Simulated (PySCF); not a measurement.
C₆ coefficients of unlike pairs at wB97M-V

Calculated with PySCF 2.14 from the dipole response of each species, C₆(A,B) = (3/π) ∫ α_A(iu) α_B(iu) du, in atomic units, from isotropic polarisabilities. For ions this is the dispersion term alone; charge-induced terms of lower order in 1/R come first.

| species | configuration | basis | relativity | α (bohr³) | C₆ (like pair) |
| --- | --- | --- | --- | --- | --- |
| N²⁺ | [He] 2s2 2p1 (2P) | def2-TZVPPD (6s3p3d1f) | none | 2.589 | 3.695 |
| F³⁺ | [He] 2s2 2p2 (3P) | def2-TZVPPD (6s4p3d1f) | none | 0.9271 | 0.8467 |
| Se³⁺ | [Ar] 3d10 4s2 4p1 (2P) | aug-cc-pVTZ-PP with ECP10MDF (6s5p4d2f) | core potential | 6.541 | 22.03 |

Question: Estimate C₆ for Se³⁺ with F³⁺.

Answer: The integral gives 4.054. The combination rule 2 C_A C_B / (C_A α_B/α_A + C_B α_A/α_B) gives 4.101 and the geometric mean 4.319.

No spin-orbit coupling is included.

The other pairs:

```json
{"pair": "F³⁺, N²⁺", "C₆": "1.699"}
{"pair": "Se³⁺, N²⁺", "C₆": "8.996"}
```
